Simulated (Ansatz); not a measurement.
CaO₂H₂. Total charge 0; singlet. Geometry PBE0-D4/def2-TZVP, basis def2-TZVP, Ansatz.

Cartesian coordinates in Å:
```
Ca 0.035 0.111 0.175
O 1.684 -1.056 0.348
O -1.678 1.073 -0.321
H -2.487 1.497 -0.591
H 2.446 -1.625 0.390
```

```tsv
run	HOMO (eV)	LUMO (eV)
A	-5.79	-1.14
B	-7.29	-0.73
C	-5.52	-1.78
D	-7.07	-1.12
E	-11.12	0.60
F	-8.60	-0.57
```

The structure comes from a short search, and lower isomers may exist.

Task: The runs used CAM-B3LYP, HF, PBE, PBE0, r2SCAN, r2SCAN0. Estimate which is which.

Result: A r2SCAN (0 % exact exchange); B r2SCAN0 (25 % exact exchange); C PBE (0 % exact exchange); D PBE0 (25 % exact exchange); E HF (100 % exact exchange); F CAM-B3LYP (range-separated). Exact exchange lowers occupied and raises empty levels; among semilocal functionals meta-GGAs tend to open the gap a little, and such runs are hard to tell apart. The gap grows from 3.74 eV (PBE) to 11.72 eV (HF).
